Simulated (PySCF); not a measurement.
Functional benchmark on one molecule

Molecule: `C1=CC=C(NC)N=C1`, C₆H₈N₂.

Geometry:
```csv
atom,x (Å),y (Å),z (Å)
C1,2.749,0.322,-0.103
N2,1.645,-0.362,-0.701
C3,0.350,-0.243,-0.297
C4,-0.049,0.679,0.697
C5,-1.394,0.740,1.030
C6,-2.308,-0.099,0.392
C7,-1.805,-0.976,-0.568
N8,-0.525,-1.054,-0.907
H9,2.893,0.062,0.964
H10,3.670,0.059,-0.639
H11,2.635,1.418,-0.166
H12,1.807,-1.120,-1.349
H13,0.678,1.325,1.190
H14,-1.729,1.445,1.795
H15,-3.372,-0.079,0.630
H16,-2.482,-1.660,-1.094
```

Geometry PBE0-D3(BJ)/def2-SVP throughout; GIAO in PySCF, gas phase, one conformer, non-relativistic; equivalent atoms averaged; basis pcSseg-1.

Reference values (estimated from measurements, as parent shift plus tabulated substituent increments; solution, not stated per compound (mostly CDCl3 or CCl4); Pretsch, Buehlmann, Badertscher, Structure Determination of Organic Compounds, 4th ed. (2009)): δ(C3) = 160.7 ppm, δ(C4) = 107.5 ppm, δ(C5) = 137.4 ppm, δ(C6) = 112.4 ppm, δ(C7) = 148.5 ppm. Computed shifts are taken against TMS, calculated as an isolated molecule at each level.

How do the functionals KT2, KT3, B97-D, B3LYP, PBE0, mPW1PW91, WP04, BHandHLYP, wB97X-D, LC-wPBE perform against the reference? Times are CPU seconds on shared hosts with different chips, so compare them loosely.

Results:


| functional | kind | C3 | C4 | C5 | C6 | C7 | mean abs. error C | core-s |
| --- | --- | --- | --- | --- | --- | --- | --- | --- |
| KT2 | GGA | 149.9 | 95.3 | 130.6 | 107.8 | 143.0 | 8.0 | 29 |
| KT3 | GGA | 147.9 | 94.8 | 129.1 | 106.7 | 141.4 | 9.3 | 29 |
| B97-D | GGA | 153.5 | 98.9 | 135.0 | 111.3 | 147.5 | 4.1 | 30 |
| B3LYP | global hybrid | 162.5 | 104.1 | 143.4 | 116.9 | 155.5 | 4.5 | 21 |
| PBE0 | global hybrid | 161.2 | 103.8 | 143.1 | 116.4 | 155.1 | 4.1 | 29 |
| mPW1PW91 | global hybrid | 161.5 | 103.8 | 143.2 | 116.3 | 155.2 | 4.2 | 19 |
| WP04 | global hybrid | 163.0 | 105.2 | 142.4 | 116.7 | 154.8 | 4.0 | 19 |
| BHandHLYP | global hybrid | 166.8 | 104.9 | 147.9 | 117.2 | 159.1 | 6.9 | 18 |
| wB97X-D | range-separated hybrid | 164.0 | 104.1 | 145.4 | 116.9 | 157.0 | 5.5 | 33 |
| LC-wPBE | range-separated hybrid | 168.7 | 107.6 | 151.2 | 120.0 | 162.2 | 8.6 | 36 |

For 13C the closest is WP04 (4.0 ppm, with B97-D, PBE0, mPW1PW91 practically level) and the furthest KT3 (9.3 ppm). One molecule is a small sample, and vibrational and solvent effects are absent from the calculation.
